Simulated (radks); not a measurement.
Values are calculated unless marked as measured or tabulated.
Question: The scandium ion Sc5+, configuration [Ne] 3s2 3p4. Level of theory: non-relativistic Kohn-Sham, PBE, spin-polarised, spherical densities, point nucleus; open shells are filled with parallel spins first (a radial shooting solver on a logarithmic mesh with Libxc functionals). Some entries of the table are withheld. Estimate them.

orbital  occ.  eigenvalue (hartree)  <1/r> (bohr^-1)  <r> (bohr)
1s up       1             -163.6944            20.53     0.07360
1s down     1             -163.6662            20.53     0.07359
2s up       1             -20.24147            4.258      0.3454
2s down     1             -20.21801            4.258      0.3452
2p up       3             -17.25198            4.192      0.3077
2p down     3             -17.21752            4.191      0.3077
3s up       1              -4.65673            1.386         (1)
3s down     1              -4.52200            1.381         (2)
3p up       3              -3.84621            1.295       1.052
3p down     1              -3.71623            1.288       1.060

Answer: 
(1) 3s up <r> (bohr): 1.012
(2) 3s down <r> (bohr): 1.017
